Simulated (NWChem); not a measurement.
BHSeClF; SMILES FB(Cl)[SeH]

```xyz
5

B     -0.4287    -0.5932     0.0000
Cl     0.7136    -1.9222     0.0000
F     -1.7188    -0.8630     0.0000
Se     0.2254     1.2272     0.0000
H     -1.1227     1.8151     0.0000
```
Atoms are numbered in this order, from 1.

Level: PBE0/def2-SVP (NWChem), optimised geometry, unscaled harmonic frequencies. This build's default masses of Se (78.918 u) and Br (79.917 u) are each other's, which moves their modes by up to 0.6 %.

```
frequency (cm⁻¹)  IR intensity (km/mol)
----------------  ---------------------
190                                 0.3
310                                 4.6
338                                 9.6
479                                10.3
493                                 2.1
718                                20.2
968                               405.5
1331                              266.3
2464                                5.5
```

The zero-point energy is 10.4 kcal/mol. The thermal correction to the enthalpy at 298.15 K (with zero-point energy) comes out as 14.0 kcal/mol and the heat capacity Cv comes out as 15.0 cal/(mol K). The entropy at 298.15 K and 1 atm (symmetry number 1) is 74.8 cal/(mol K) and the dipole moment comes out as 1.03 D.

Rigid rotor and harmonic oscillator.
